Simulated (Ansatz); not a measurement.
One geometry of the cluster Sn₃Se₂, several levels of theory.

```yaml
crystal:
  periodic: [false, false, false]
  atoms:
    - {symbol: Sn, position_ang: [0.348688, -0.439375, 1.958506]}
    - {symbol: Sn, position_ang: [0.728133, -1.383737, -0.867022]}
    - {symbol: Sn, position_ang: [-0.729644, 1.163335, -1.504880]}
    - {symbol: Se, position_ang: [1.399280, 1.209361, 0.123971]}
    - {symbol: Se, position_ang: [-1.746458, -0.549592, 0.289415]}
basis:
  gaussian: {orbitals: def2-TZVP, initial_orbitals: start.molden}
hamiltonian: {xc: {name: PBE-QIDH}}
scf: {omitted_lower_state_checks: [starts]}
```

The file start.molden holds the orbitals of an earlier run on this structure, at another level or in another basis.

```sh
$ ansatz run in.yaml --threads 4 --pin off --events-out ev --progress --plain --max-ram 4787MiB
```

Shortened log:

```
Functional definition: PBE-QIDH
2094 factors; integrals over basis functions are off by at most 8.9e-4 eV
mean field evaluation 1: about -148135.7004 eV, gradient 2.1e1 eV
mean field evaluation 2: about -148136.1512 eV, gradient 6.0e-1 eV
mean field evaluation 4: about -148136.4648 eV, gradient 1.1e-2 eV
mean field evaluation 8: about -148136.4648 eV, gradient 1.4e-6 eV
mean field -148136.46484640 eV, -5443.9146726030 hartree, gradient 4.8e-6 eV, S^2 0.000000; 0 other end points of the search recorded, 0 dependent functions left out
30 core orbitals not correlated: weight in the atoms' cores, before any rotation towards them, 1.000 or more for the frozen orbitals, at most 0.000 for the correlated occupied ones
reference -148136.46485871 eV, -5443.9146730553 hartree; 37, 37 occupied and 179, 179 virtual orbitals, 2094 factors
second order -45.57216779 eV of doubles, -0.00000000 eV of singles
Total energy: -148151.65558131 eV, -5444.4729218141 hartree
Checks for a lower state left out: starts
```

Hardware: 4 threads of Arm Neoverse V2 on a shared host. Wall time 14 s, peak host memory 1.1 GiB.

First input, but with `hamiltonian: {xc: pbe0, dispersion: d4}`, `output: {orbitals: {seedname: orbitals}}` (abridged; 11 s):

```
Functional definition: PBE0
mean field -148185.11543741 eV, -5445.7025488460 hartree, gradient 1.4e-5 eV, S^2 0.000000
Total energy: -148185.48451886 eV, -5445.7161123391 hartree
Checks for a lower state left out: starts
```

First input, but with `gaussian: {orbitals: def2-SVP, initial_orbitals: start.molden}`, `correlation: {method: ccsd_t}`, `output: {orbitals: {seedname: orbitals}}` and without the key `hamiltonian` (abridged; 41 s):

```
Functional definition: HF
mean field -148011.60236473 eV, -5439.3260610364 hartree, gradient 1.4e-6 eV, S^2 0.000000
30 core orbitals not correlated: weight in the atoms' cores, before any rotation towards them, 1.000 or more for the frozen orbitals, at most 0.000 for the correlated occupied ones
second order -20.80899405 eV of doubles, -0.00000000 eV of singles
cycle   1  -20.11794176 eV  change    6.9e-1 eV  update   1.6e-1
cycle   2  -20.79703419 eV  change   -6.8e-1 eV  update   5.0e-2
cycle   3  -20.94172773 eV  change   -1.4e-1 eV  update   2.8e-2
cycle   4  -20.90844436 eV  change    3.3e-2 eV  update   8.7e-3
cycle   5  -20.91039046 eV  change   -1.9e-3 eV  update   4.3e-3
cycle   6  -20.91206724 eV  change   -1.7e-3 eV  update   1.3e-3
cycle   7  -20.91086652 eV  change    1.2e-3 eV  update   5.0e-4
cycle   8  -20.91104957 eV  change   -1.8e-4 eV  update   1.6e-4
cycle   9  -20.91110943 eV  change   -6.0e-5 eV  update   5.4e-5
perturbative correction -1.01112894 eV, -0.0371583033 hartree
Total energy: -148033.52460310 eV, -5440.1316884372 hartree
Checks for a lower state left out: starts
```

The first input with `gaussian: {orbitals: def2-SVP, initial_orbitals: start.molden}`, `hamiltonian: {xc: pbe0, dispersion: d4}`, `output: {orbitals: {seedname: orbitals}}` (abridged; 3.7 s):

```
Functional definition: PBE0
mean field -148168.60281950 eV, -5445.0957213306 hartree, gradient 1.5e-5 eV, S^2 0.000000
Total energy: -148168.97189572 eV, -5445.1092846313 hartree
Checks for a lower state left out: starts
```

First input, but with `hamiltonian: {xc: {name: r2SCANh}, dispersion: d4}`, `output: {orbitals: {seedname: orbitals}}` (abridged; 13 s):

```
Functional definition: r2SCANh
mean field -148204.89296037 eV, -5446.4293594091 hartree, gradient 2.0e-5 eV, S^2 0.000000
Total energy: -148204.98145813 eV, -5446.4326116419 hartree
Checks for a lower state left out: starts
```

As the first input, with `hamiltonian: {xc: hse06, dispersion: d4}`, `output: {orbitals: {seedname: orbitals}}` (abridged; 9.5 s):

```
Functional definition: HSE06
mean field -148185.21777812 eV, -5445.7063097978 hartree, gradient 1.8e-5 eV, S^2 0.000000
Total energy: -148185.58047824 eV, -5445.7196387814 hartree
Checks for a lower state left out: starts
```

First input, but with `gaussian: {orbitals: def2-SVP, initial_orbitals: start.molden}`, `hamiltonian: {xc: pbe, dispersion: d4}`, `output: {orbitals: {seedname: orbitals}}` (abridged; 1.8 s):

```
Functional definition: PBE
mean field -148164.13670292 eV, -5444.9315945733 hartree, gradient 2.1e-5 eV, S^2 0.000000
Total energy: -148164.56761276 eV, -5444.9474302179 hartree
Checks for a lower state left out: starts
```

Geometry: PBE0-D4/def2-SVP.

In the def2 sets Sn takes a core potential; there is no spin–orbit coupling. HSE06 is defined as in plane-wave codes, on full-range PBE exchange. Correlated methods freeze 30 core orbitals; core or outer-core shells of Sn, Se are correlated, in sets that lack core-valence functions. The restricted singlet is unstable towards broken spin symmetry in Hartree–Fock (as tested in another run); at PBE-QIDH/def2-TZVP, PBE0-D4/def2-TZVP, CCSD(T)/def2-SVP, PBE0-D4/def2-SVP and others this wasn't settled. The structure comes from a short search, and lower isomers may exist.
